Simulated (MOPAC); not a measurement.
MOPAC input (PM6):

```
PM6 PRECISE GNORM=0.05 LET XYZ UHF MS=0.5 GEO-OK AUX(PRECISION=9) THREADS=1
C5H10N

C    -1.64281214 1    0.27827194 1    0.02193341 1
C    -1.25803757 1   -1.14795589 1   -0.20674132 1
C     0.26495727 1   -1.07834323 1   -0.42092713 1
C     0.70659956 1    0.14050599 1    0.39810870 1
C    -0.44134390 1    1.14476656 1    0.19080129 1
N     1.99447967 1    0.66878352 1   -0.04479312 1
H    -2.66210076 1    0.63590376 1    0.05160505 1
H    -1.50072546 1   -1.77233893 1    0.66638670 1
H    -1.78113393 1   -1.60636623 1   -1.05209945 1
H     0.49143630 1   -0.88127229 1   -1.47177482 1
H     0.78356478 1   -1.99372552 1   -0.13041011 1
H     0.71096698 1   -0.14820615 1    1.46099237 1
H    -0.53172524 1    1.86313293 1    1.01261986 1
H    -0.22849314 1    1.73408207 1   -0.71476832 1
H     2.25337628 1    1.48283679 1    0.50165166 1
H     2.72729696 1   -0.01900308 1    0.09029911 1
```

Output:

```
 *******************************************************************************
 **                                                                           **
 **                              MOPAC v23.2.5                                **
 **                                                                           **
 *******************************************************************************
 ** MOPAC's Digital Object Identifier: https://doi.org/10.5281/zenodo.6511958 **
 **                                                                           **
 ** Please cite the open-source release paper for use of this MOPAC version:  **
 ** J. E. Moussa and J. J. P. Stewart (2026)                                  **
 ** MOPAC: An open-source semiempirical molecular orbital program             **
 ** J. Open Source Softw., 11(119), 8025, https://doi.org/10.21105/joss.08025 **
 *******************************************************************************

                              PM6 CALCULATION RESULTS

 *******************************************************************************
 *  PM6        - The PM6 Hamiltonian to be used
 *  GEO-OK     - OVERRIDE INTERATOMIC DISTANCE AND OTHER SAFETY CHECKS
 *  UHF        - UNRESTRICTED HARTREE-FOCK CALCULATION
 *  MS=        - IN MECI, MAGNETIC COMPONENT OF SPIN =  0.5
 *  LET        - OVERRIDE SOME SAFETY CHECKS
 *  PRECISE    - TIGHTER CRITERIA TO BE USED
 *  XYZ        - CARTESIAN COORDINATE SYSTEM TO BE USED
 *  GNORM      - EXIT WHEN GRADIENT NORM DROPS BELOW 0.050
 *  AUX        - OUTPUT AUXILIARY INFORMATION
 *******************************************************************************
PM6 PRECISE GNORM=0.05 LET XYZ UHF MS=0.5 GEO-OK AUX(PRECISION=9) THREADS=1
 C5H10N

   ATOM   CHEMICAL          X               Y               Z
  NUMBER   SYMBOL      (ANGSTROMS)     (ANGSTROMS)     (ANGSTROMS)

     1       C         -1.64281214  *   0.27827194  *   0.02193341  *
     2       C         -1.25803757  *  -1.14795589  *  -0.20674132  *
     3       C          0.26495727  *  -1.07834323  *  -0.42092713  *
     4       C          0.70659956  *   0.14050599  *   0.39810870  *
     5       C         -0.44134390  *   1.14476656  *   0.19080129  *
     6       N          1.99447967  *   0.66878352  *  -0.04479312  *
     7       H         -2.66210076  *   0.63590376  *   0.05160505  *
     8       H         -1.50072546  *  -1.77233893  *   0.66638670  *
     9       H         -1.78113393  *  -1.60636623  *  -1.05209945  *
    10       H          0.49143630  *  -0.88127229  *  -1.47177482  *
    11       H          0.78356478  *  -1.99372552  *  -0.13041011  *
    12       H          0.71096698  *  -0.14820615  *   1.46099237  *
    13       H         -0.53172524  *   1.86313293  *   1.01261986  *
    14       H         -0.22849314  *   1.73408207  *  -0.71476832  *
    15       H          2.25337628  *   1.48283679  *   0.50165166  *
    16       H          2.72729696  *  -0.01900308  *   0.09029911  *

          CARTESIAN COORDINATES

    NO.       ATOM           X           Y           Z

     1         C         -1.6428      0.2783      0.0219
     2         C         -1.2580     -1.1480     -0.2067
     3         C          0.2650     -1.0783     -0.4209
     4         C          0.7066      0.1405      0.3981
     5         C         -0.4413      1.1448      0.1908
     6         N          1.9945      0.6688     -0.0448
     7         H         -2.6621      0.6359      0.0516
[...]
  11    H        0.662631973    -2.055468459     0.203446420
  12    H        0.879240738    -0.090857300     1.530301455
  13    H       -0.595948246     1.747230595     1.209076081
  14    H       -0.271570497     1.847038861    -0.532234347
  15    H        2.264599073     1.536501781     0.304697974
  16    H        2.720258256     0.033601025    -0.151765629

           Empirical Formula: C5 H10 N  =    16 atoms

      MOLECULAR POINT GROUP   :   C1

          ALPHA EIGENVALUES
 -31.09510 -28.61439 -24.91789 -23.61223 -19.59224 -19.11351 -16.81704 -16.25433
 -16.06792 -14.41925 -13.48336 -12.72983 -12.38593 -12.15706 -11.77521 -11.64036
  -9.33240  -8.59422   3.34184   3.75838   3.95892   4.42099   4.94291   5.25506
   5.43749   5.60998   5.88119   6.09922   6.21209   6.35910   6.51417   6.59882
   6.62883   7.02818

           BETA EIGENVALUES
 -31.08548 -28.52479 -24.84222 -23.50084 -19.53813 -18.90633 -16.72087 -16.14316
 -16.03843 -14.27811 -13.14860 -12.58595 -12.21970 -12.10169 -11.75443 -11.55562
  -9.33072   1.36935   3.36572   3.79038   3.97276   4.59399   5.05320   5.45559
   5.56532   5.68264   5.93501   6.15549   6.22759   6.43014   6.60452   6.65818
   6.76212   7.03302

              NET ATOMIC CHARGES AND DIPOLE CONTRIBUTIONS

  ATOM NO.   TYPE          CHARGE      No. of ELECS.   s-Pop       p-Pop
    1          C          -0.179331        4.1793     1.13373     3.04560
    2          C          -0.252859        4.2529     1.08139     3.17147
    3          C          -0.293405        4.2934     1.09798     3.19542
    4          C           0.077478        3.9225     1.09422     2.82830
    5          C          -0.303278        4.3033     1.09001     3.21327
    6          N          -0.561636        5.5616     1.60136     3.96028
    7          H           0.133447        0.8666     0.86655
    8          H           0.140073        0.8599     0.85993
    9          H           0.142243        0.8578     0.85776
   10          H           0.155036        0.8450     0.84496
   11          H           0.126655        0.8733     0.87334
   12          H           0.088593        0.9114     0.91141
   13          H           0.139451        0.8605     0.86055
   14          H           0.170977        0.8290     0.82902
   15          H           0.208060        0.7919     0.79194
   16          H           0.208494        0.7915     0.79151
 DIPOLE           X         Y         Z       TOTAL
 POINT-CHG.    -0.116    -0.440     0.725     0.856
 HYBRID         0.535    -0.119     0.863     1.022
 SUM            0.418    -0.559     1.588     1.735

          ATOMIC ORBITAL ELECTRON POPULATIONS

     Atom    s        px        py        pz
    1  C   1.13373   1.02194   0.97155   1.05212
    2  C   1.08139   1.00201   1.03655   1.13291
    3  C   1.09798   1.00728   1.04817   1.13997
    4  C   1.09422   0.88338   0.94349   1.00143
    5  C   1.09001   1.00671   1.06288   1.14369
    6  N   1.60136   1.14594   1.18804   1.62630
    7  H   0.86655
    8  H   0.85993
    9  H   0.85776
   10  H   0.84496
   11  H   0.87334
   12  H   0.91141
   13  H   0.86055
   14  H   0.82902
   15  H   0.79194
   16  H   0.79151

                    (SZ)    =    0.500000
                    (S**2)  =    0.754840

          ATOMIC ORBITAL SPIN POPULATIONS

    Atom   Total    s     px     py     pz
         Atomic
    1  C  1.0287  0.026  0.046  0.089  0.867
    2  C -0.0546 -0.007 -0.006 -0.033 -0.008
    3  C  0.0036  0.000  0.003  0.000  0.000
    4  C  0.0044  0.000  0.002  0.002  0.000
    5  C -0.0524 -0.007 -0.022 -0.016 -0.007
    6  N -0.0009 -0.000 -0.000 -0.000 -0.000
    7  H -0.0320 -0.032
    8  H  0.0290  0.029
    9  H  0.0239  0.024
   10  H -0.0004 -0.000
   11  H -0.0006 -0.001
   12  H -0.0003 -0.000
   13  H  0.0204  0.020
   14  H  0.0311  0.031
   15  H  0.0000  0.000
   16  H  0.0000  0.000

 **********************
 *                    *
 * JOB ENDED NORMALLY *
 *                    *
 **********************

 == MOPAC DONE ==
```

The geometry given is a B3LYP-D3(BJ)/def2-TZVP minimum.
